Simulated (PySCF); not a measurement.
Iodobenzene, SMILES Ic1ccccc1 (C6H5I) (PBE0/def2-SVP optimised geometry):

```
12

I      1.749    -2.585     0.000
C      0.692    -0.765     0.000
C      1.397     0.439     0.000
C      0.690     1.641     0.000
C     -0.704     1.641     0.000
C     -1.396     0.430     0.000
C     -0.702    -0.780     0.000
H      2.489     0.441     0.000
H      1.240     2.585     0.000
H     -1.253     2.585     0.000
H     -2.489     0.421     0.000
H     -1.246    -1.727     0.000
```

Method: PBE0/def2-TZVP, def2 effective core potentials past Kr (PySCF).

Q: What are the frontier orbital energies and the dipole moment?

A: HOMO-2 -7.67 eV, HOMO-1 -7.55 eV, HOMO -6.86 eV, LUMO -0.80 eV, LUMO+1 -0.66 eV; dipole moment 1.70 D.

On the same geometry PBE/def2-TZVP, def2 effective core potentials past Kr run with PySCF gives HOMO-2 -6.67 eV, HOMO-1 -6.38 eV, HOMO -5.86 eV, LUMO -1.72 eV, LUMO+1 -1.54 eV; dipole moment 1.61 D.
